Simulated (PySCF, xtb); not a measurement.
## Two isomers of GeHNS

Structure X is `[NH]=[Ge]=[S]`, a singlet and structure Y is `S[N+]#[Ge-]`, a singlet. Both are isolated molecules in the gas phase, relaxed with PBE0-D4/def2-SVP.

X (Å):

| atom | x (Å) | y (Å) | z (Å) |
| --- | --- | --- | --- |
| Ge | -0.3270 | 0.5059 | 0.5506 |
| N | 1.2116 | 0.5410 | -0.1106 |
| S | -2.2372 | 0.8406 | 1.0558 |
| H | 1.8735 | -0.1696 | 0.2097 |

Y (Å):

```xyz
4

Ge   -1.2768    0.7423    1.4804
N    -0.2157    0.1028    0.3641
S     0.9025   -0.6343   -0.5860
H     0.6118   -0.0403   -1.7751
```

Quicker runs give these differences E(Y) − E(X): GFN2-xTB −0.9 kcal/mol; HF/STO-3G −31.2 kcal/mol (at GFN2-xTB geometries); r2SCAN-D4/def2-SVP +5.4 kcal/mol (at GFN2-xTB geometries).

Which of the two would you expect CCSD(T)/def2-TZVP electronic energies to favour?

Structure X; the calculation gives E(Y) − E(X) = +7.3 kcal/mol.

How the difference moves with the method:

| level | geometry | E(Y) − E(X) (kcal/mol) | departure from the last row (kcal/mol) | job, with rough time for the two |
| --- | --- | --- | --- | --- |
| GFN2-xTB | GFN2-xTB | −0.9 | −8.2 | optimisation, 0.55 s |
| HF/STO-3G | GFN2-xTB | −31.2 | −38.5 | single point, 4.9 s |
| r2SCAN-D4/def2-SVP | GFN2-xTB | +5.4 | −1.9 | single point, 30 s |
| PBE0-D4/def2-SVP | PBE0-D4/def2-SVP | +4.2 | −3.1 | optimisation, 3.6 min |
| HF/def2-TZVP | PBE0-D4/def2-SVP | +5.0 | −2.3 | part of the CCSD(T) run |
| MP2/def2-TZVP | PBE0-D4/def2-SVP | +8.8 | +1.4 | part of the CCSD(T) run |
| CCSD(T)/def2-TZVP | PBE0-D4/def2-SVP | +7.3 |  | single point, 3.9 min |

As drawn, Y has 1 N–S, 1 Ge≡N, 1 S–H in place of 1 Ge=N, 1 Ge=S, 1 N–H.

GFN2-xTB, HF/STO-3G put the two in the other order. The largest departure from CCSD(T)/def2-TZVP is that of HF/STO-3G, 38.5 kcal/mol. No reliable frequencies are at hand for X or Y, so they aren't confirmed as minima.

The T1 diagnostic of structure Y is large, so the coupled-cluster value is less sure. The correlated steps freeze 15 core orbitals; the filled d shell of Ge is correlated, in a basis made for valence electrons. Programs: PySCF 2.14.0, xtb 6.7.1; the last row on 2 threads of Intel(R) Xeon(R) Processor @ 2.50GHz (Skylake/Cascade Lake) on a shared host.
